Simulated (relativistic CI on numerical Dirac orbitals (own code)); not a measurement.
**One change at a time: Mg⁵⁺**

Base calculation: Dirac-Coulomb-Breit CI, separate exchange-only KLI orbitals for each configuration, model QED (radiative potential, 1s self-energy scaled to tabulated hydrogen-like ionisation energies), valence Slater integrals scaled by 0.85, P86 correlation energy added to each configuration.

Configurations in the expansion (outside the closed core 1s2): 2s²2p³, 2s2p⁴, 2p⁵, 2s²2p²3s, 2s²2p²3p, 2s²2p²3d, 2p⁴3s, 2p⁴3p, 2s2p³3s, 2p⁴3d, 2s²2p²4s, 2s2p³3p, 2s²2p²4p, 2s²2p²4d, 2s²2p²4f, 2s2p³3d. Levels of other configurations are missing.

The lowest level and the first level of each name with at least 55 % of one term (blank where a level has no safe partner in the second run):

```csv
Level,Base (cm⁻¹),Shift (cm⁻¹)
2s²2p³ ⁴S°3/2,0,0
2s²2p³ ²D°3/2,50756,-5862
2s²2p³ ²D°5/2,50763,-5848
2s²2p³ ²P°1/2,74915,-7703
2s²2p³ ²P°3/2,75060,-7674
2s2p⁴ ⁴P5/2,254147,+2522
2s2p⁴ ⁴P3/2,255775,+2524
2s2p⁴ ⁴P1/2,256636,+2521
2s2p⁴ ²D5/2,342098,-7444
2s2p⁴ ²D3/2,342141,-7449
2s2p⁴ ²S1/2,393124,-13607
2s2p⁴ ²P3/2,418152,-16367
2s2p⁴ ²P1/2,420077,-16359
2p⁵ ²P°3/2,666392,-7301
2p⁵ ²P°1/2,668987,-7291
2s²2p²3s ⁴P1/2,892597,-1900
2s²2p²3s ⁴P3/2,893623,-1890
2s²2p²3s ⁴P5/2,895144,-1885
2s²2p²3s ²P1/2,906394,-3598
2s²2p²3s ²P3/2,908256,-3594
2s²2p²3s ²D5/2,933750,-6576
2s²2p²3s ²D3/2,933784,-6573
```

At this charge configurations can still be misplaced by up to about 7 % of their energy. 48 of the 49 excited levels that our extract of the measured tables holds in this range could be paired (the sources list more); they are missed by 4748 cm⁻¹ on average and 17188 at most, and levels without a partner can miss by more.

(1) One thing was changed in a second run, which moved the levels as shown. Which?
A. non-relativistic limit
B. Breit term removed
C. Slater integrals left unscaled
D. configuration mixing switched off
E. valence Slater integrals scaled by 0.75
F. one mean potential for all configurations
G. QED terms removed

## Answers

(1) E. Valence Slater integrals scaled by 0.75. Scaling acts on the splittings between terms and on the mixing, and leaves the fine structure of pure LS terms nearly alone; in jj coupling it moves the levels of one term differently.
